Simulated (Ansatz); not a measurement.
Species: difluoro(diiodo)silane, sum formula SiI2F2 (charge 0, singlet). 
Geometry from a B3LYP-D3(BJ)/def2-TZVP (Ansatz, a quantum-chemistry and plane-wave program) optimisation:
SMILES: I[Si](F)(F)I
```xyz
5

F     -0.0957    -1.8063     1.3096
Si    -0.0447    -0.8902     0.0185
F     -0.0883    -1.8596    -1.2334
I     -2.0012     0.5302    -0.0169
I      2.0443     0.3275    -0.0009
```

Wanted: atomisation energy (electronic, to ground-state atoms), in eV. Correlated levels leave the core frozen unless marked. Open shells are spin-unrestricted. Spin-orbit coupling is left out. The frozen core is the preceding noble-gas configuration, with the filled d and f shells of earlier blocks. In def2 rows, elements after Kr have scalar-relativistic effective core potentials. The coupled-cluster limit lacks core correlation, which all-electron functionals hold. Basis-set limits of correlation are two-point, X^-3; Hartree-Fock from the larger set.

```tsv
level	program	atomisation energy (eV)
r2SCAN-D4/def2-TZVPD	Ansatz + dftd4	18.01
B2GP-PLYP-D3(BJ)/def2-TZVPD	Ansatz + dftd3	?
RPA@PBE/def2-QZVPP	Ansatz	16.02
SCS-MP2/def2-SVP	Ansatz	16.09
SCS-MP2/def2-SVPD	Ansatz	16.46
CCSD/def2-SVP	Ansatz	?
CCSD(T)/CBS(def2-TZVPPD,def2-QZVPPD)	Ansatz	?
```

### Question
Complete the blanks.

### Answer

- B2GP-PLYP-D3(BJ)/def2-TZVPD, atomisation energy (eV): 17.78
- CCSD/def2-SVP, atomisation energy (eV): 15.47
- CCSD(T)/CBS(def2-TZVPPD,def2-QZVPPD), atomisation energy (eV): 17.98
